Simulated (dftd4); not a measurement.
C2H9AlN (SMILES [CH3][Al]([CH3])<-[NH3]), doublet, geometry from GFN2-xTB (such geometries of metal compounds can be far from the true shape) (the spin is typed, not shown lowest); dftd4 with D4 for tpss.

Here is a job for dftd4.
```
$ dftd4 mol.xyz --func tpss --charge 0 --json dftd4.json --noedisp

# file mol.xyz
13

Al     0.45612501     0.14400214     0.58553422
C      1.18040402     1.02448517    -1.10446545
H      2.00314753     0.45334385    -1.55194589
H      1.59408064     2.01416057    -0.88401319
H      0.44282261     1.18205973    -1.90181117
C     -1.48074391     0.53159024     1.08975994
H     -1.92499362    -0.27422218     1.68696724
H     -2.15887810     0.70017555     0.24339754
H     -1.55151213     1.43153730     1.70965678
N     -0.21172714    -1.59855754    -0.61587026
H     -0.84351527    -1.16649869    -1.28504584
H     -0.73313935    -2.29622058    -0.09560394
H      0.52649194    -2.06291305    -1.13422149
```

The log (banner, timings and long lists left out):

```
                    ____  _____ _____     ____  _  _
      -------------|  _ \|  ___|_   _|---|  _ \| || |------------
     |             | | | | |_    | | ___ | | | | || |_           |
     |             | |_| |  _|   | ||___|| |_| |__   _|          |
     |             |____/|_|     |_|     |____/   |_|            |
     |             ===================================           |
     |            E. Caldeweyher, S. Ehlert & S. Grimme          |
     |          Mulliken Center for Theoretical Chemistry        |
     |                    University of Bonn                     |
      -----------------------------------------------------------

Rational (Becke-Johnson) damping: tpss-D4-ATM
---------------------
  s6         1.0000
  s8         1.7660
  s9         1.0000
  a1         0.4282
  a2         4.5426
 alp        16.0000
--------------------

Dispersion energy:      -1.0693931887217E-02 Eh

[Info] JSON dump of results written to 'dftd4.json'
```
